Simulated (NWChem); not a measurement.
Program: NWChem. System: Ag2, charge 0, spin multiplicity 1, at a geometry optimised with PBE0/def2-SVP with def2 effective core potentials on Ag. The structure started from a generated list of species. Level: CR-EOMCCSD(T)/def2-SVPD with def2 effective core potentials on Ag, 8 core orbitals frozen.

Job file:

```
start mol
memory heap 100 mb stack 700 mb global 1900 mb
geometry units angstroms nocenter noautoz
  Ag     0.000000     0.000000     1.289320
  Ag     0.000000     0.000000    -1.289320
  symmetry group D2h
end
basis spherical
  * library def2-svpd
end
ecp
  Ag library def2-ecp
end
scf
  rhf
  nopen 0
  maxiter 100
  thresh 1e-7
  semidirect memsize 60000000 filesize 0
end
tce
  freeze core 8
  creomsd(t)
  nroots 1
  2eorb
  2emet 13
  thresh 1e-5
  maxiter 200
  tilesize 24
end
task tce energy
```

Part of the output:

```
             Northwest Computational Chemistry Package (NWChem) 7.3.0
             --------------------------------------------------------

                                NWChem Input Module
                                -------------------

 Scaling coordinates for geometry "geometry" by  1.889725989
 (inverse scale =  0.529177249)

 Turning off AUTOSYM since
 SYMMETRY directive was detected!

                             Geometry "geometry" -> ""
                             -------------------------

 Output coordinates in angstroms (scale by  1.889725989 to convert to a.u.)

  No.       Tag          Charge          X              Y              Z
 ---- ---------------- ---------- -------------- -------------- --------------
    1 Ag                  47.0000     0.00000000     0.00000000     1.28932000
    2 Ag                  47.0000     0.00000000     0.00000000    -1.28932000

 Effective nuclear repulsion energy (a.u.)     453.3213411102

            Nuclear Dipole moment (a.u.)
            ----------------------------
        X                 Y               Z
 ---------------- ---------------- ----------------
     0.0000000000     0.0000000000     0.0000000000

      Symmetry information
      --------------------

 Group name             D2h
 Group number             26
 Group order               8
 No. of unique centers     1

      Symmetry unique atoms

     1


 Summary of "ao basis" -> "" (spherical)
 ------------------------------------------------------------------------------
       Tag                 Description            Shells   Functions and Types
 ---------------- ------------------------------  ------  ---------------------
 *                         def2-svpd                  on all atoms

 Summary of "ao basis" -> "ao basis" (spherical)
 ------------------------------------------------------------------------------
       Tag                 Description            Shells   Functions and Types
 ---------------- ------------------------------  ------  ---------------------
 Ag                        def2-svpd                12       34   5s4p2d1f

                                 NWChem SCF Module
                                 -----------------

  ao basis        = "ao basis"
  functions       =    68
  atoms           =     2
  closed shells   =    19
  open shells     =     0
  charge          =   0.00
  wavefunction    = RHF
  use symmetry    = T
  symmetry adapt  = T

 Summary of "ao basis" -> "ao basis" (spherical)
 ------------------------------------------------------------------------------
       Tag                 Description            Shells   Functions and Types
 ---------------- ------------------------------  ------  ---------------------
 Ag                        def2-svpd                12       34   5s4p2d1f

      Symmetry analysis of basis
      --------------------------

        ag         15
        au          3
        b1g         3
        b1u        15
        b2g         8
        b2u         8
        b3g         8
        b3u         8

 Forming initial guess at       0.1s

      Superposition of Atomic Density Guess
      -------------------------------------

 Sum of atomic energies:        -335.33437346

      Non-variational initial energy
      ------------------------------

 Total energy =    -291.549964
 1-e energy   =    -664.891811
 2-e energy   =     299.259003
 HOMO         =      -0.415730
 LUMO         =      -0.151521

      Symmetry analysis of molecular orbitals - initial
[...]
   0.0029560773445   0.2000174393728    5.44275     5.4     5.4

 Iteration  10 using   12 trial vectors
   0.0025923671169   0.2000319852502    5.44315     7.6     7.6

 Iteration  11 using   13 trial vectors
   0.0026322563648   0.1999949297109    5.44214     8.4     8.4

 Iteration  12 using   14 trial vectors
   0.0019006206014   0.1999617571865    5.44124     8.0     8.0

 Iteration  13 using   15 trial vectors
   0.0009371523034   0.1999795058513    5.44172     8.5     8.5

 Iteration  14 using   16 trial vectors
   0.0004441805652   0.1999833637321    5.44183     8.4     8.4

 Iteration  15 using   17 trial vectors
   0.0003510600678   0.1999836996274    5.44184     8.3     8.3

 Iteration  16 using   18 trial vectors
   0.0002979857082   0.1999842779229    5.44185     7.8     7.8

 Iteration  17 using   19 trial vectors
   0.0001366478538   0.1999819544078    5.44179     7.3     7.3

 Iteration  18 using   20 trial vectors
   0.0000701434899   0.1999804046309    5.44175     7.7     7.7

 Iteration  19 using   21 trial vectors
   0.0000401594023   0.1999802365902    5.44174     7.4     7.4

 Iteration  20 using   22 trial vectors
   0.0000247348549   0.1999801003302    5.44174     7.6     7.6

 Iteration  21 using   23 trial vectors
   0.0000169004296   0.1999802225706    5.44174     7.3     7.3

 Iteration  22 using   24 trial vectors
   0.0000096919017   0.1999803546706    5.44174     7.1     7.1
 --------------------------------------------------------------
 Iterations converged
 ------------------

 Excited state root  1
 Excitation energy / hartree =        0.199980354670556
                   / eV      =        5.441744643158993
 largest EOMCCSD amplitudes: R1 and R2

 Singles contributions
    24b3g (alpha) ---    19ag  (alpha)       -0.8320612079
    32b3g (alpha) ---    19ag  (alpha)       -0.2167205027

 Doubles contributions
    20b1u (alpha)    22b2u (beta ) ---    19ag  (alpha)    19ag  (beta )        0.2710205108
    20b1u (alpha)    29b2u (beta ) ---    19ag  (alpha)    19ag  (beta )        0.1052472485
    22b2u (alpha)    20b1u (beta ) ---    19ag  (alpha)    19ag  (beta )        0.2710205108
    29b2u (alpha)    20b1u (beta ) ---    19ag  (alpha)    19ag  (beta )        0.1052472485
======= CR-EOMCCSD(T) calculation ======
corresponding R0 value =     0.000000

CR-EOMCCSD(T) Intermediates cpu wall time            19.9           19.9
 creom_N i2_1 nr of boxes                  1312
 creom_N i2_2 nr of boxes                  1312
 creom_N i2_3 nr of boxes                  1312
 creom_N i2_4 nr of boxes                  1312

CR-EOMCCSD(T) triples loop cpu wall             7.6            7.6

 CR-EOMCCSD(T)  total energy / hartree       =      -292.474132540050846
 CR-EOMCCSD(T)  excitation energy (eV)       =      5.30430

 =========================================
 Excited-state calculation ( b3u symmetry)
 =========================================
 Dim. of EOMCC iter. space      500

 EOMCCSD SOLVER TYPE  1
  maxdiff =   0.28203392998806437

 No. of initial right vectors    5

 EOM-CCSD right-hand side iterations
 --------------------------------------------------------------
      Residuum       Omega / hartree  Omega / eV    Cpu    Wall
 --------------------------------------------------------------

 Iteration   1 using    5 trial vectors
   0.2392297976926   0.1984045563118    5.39886    41.0    41.0

 Iteration   2 using    6 trial vectors
   0.0791519312004   0.1679949550744    4.57138     7.1     7.1

 Iteration   3 using    7 trial vectors
   0.0323083513369   0.1647336351003    4.48263     7.8     7.8

 Iteration   4 using    8 trial vectors
   0.0195925774850   0.1635408007790    4.45017     7.2     7.2

 Iteration   5 using    9 trial vectors
   0.0122457203994   0.1629103202057    4.43302     7.4     7.4

 Iteration   6 using   10 trial vectors
   0.0079668007701   0.1627001302703    4.42730     7.3     7.3

 Iteration   7 using   11 trial vectors
   0.0068633099252   0.1625849667912    4.42416     7.5     7.5

 Iteration   8 using   12 trial vectors
   0.0065369274094   0.1625203729295    4.42241     7.9     7.9

 Iteration   9 using   13 trial vectors
   0.0044731484509   0.1624813036666    4.42134     8.0     8.0

 Iteration  10 using   14 trial vectors
   0.0025759876576   0.1624812101879    4.42134     7.6     7.6

 Iteration  11 using   15 trial vectors
   0.0013702051379   0.1624681085637    4.42098     7.0     7.0

 Iteration  12 using   16 trial vectors
   0.0006472977574   0.1624514806084    4.42053     7.4     7.4

 Iteration  13 using   17 trial vectors
   0.0002881901961   0.1624546033805    4.42062     6.9     6.9

 Iteration  14 using   18 trial vectors
   0.0001264043382   0.1624564548542    4.42067     7.0     7.0

 Iteration  15 using   19 trial vectors
   0.0000642649620   0.1624555354612    4.42064     7.1     7.1

 Iteration  16 using   20 trial vectors
   0.0000251540561   0.1624555256488    4.42064     7.1     7.1

 Iteration  17 using   21 trial vectors
   0.0000100683760   0.1624556206860    4.42064     7.4     7.4

 Iteration  18 using   22 trial vectors
   0.0000046890525   0.1624555470483    4.42064     6.7     6.7
 --------------------------------------------------------------
 Iterations converged
 ------------------

 Excited state root  1
 Excitation energy / hartree =        0.162455547048261
                   / eV      =        4.420642239372421
 largest EOMCCSD amplitudes: R1 and R2

 Singles contributions
    20b1u (alpha) ---    16b2g (alpha)        0.1294662328
    21b3u (alpha) ---    19ag  (alpha)        0.9176859472
    30b3u (alpha) ---    19ag  (alpha)        0.1102804456

 Doubles contributions
    20b1u (alpha)    25b2g (beta ) ---    19ag  (alpha)    19ag  (beta )       -0.1013703075
    25b2g (alpha)    20b1u (beta ) ---    19ag  (alpha)    19ag  (beta )       -0.1013703075
======= CR-EOMCCSD(T) calculation ======
corresponding R0 value =     0.000000

CR-EOMCCSD(T) Intermediates cpu wall time            18.5           18.5
 creom_N i2_1 nr of boxes                  1312
 creom_N i2_2 nr of boxes                  1312
 creom_N i2_3 nr of boxes                  1312
 creom_N i2_4 nr of boxes                  1312

CR-EOMCCSD(T) triples loop cpu wall             6.2            6.2

 CR-EOMCCSD(T)  total energy / hartree       =      -292.510179533770099
 CR-EOMCCSD(T)  excitation energy (eV)       =      4.32341

 Task  times  cpu:     1112.6s     wall:     1112.6s

 Total times  cpu:     1112.6s     wall:     1112.6s
```
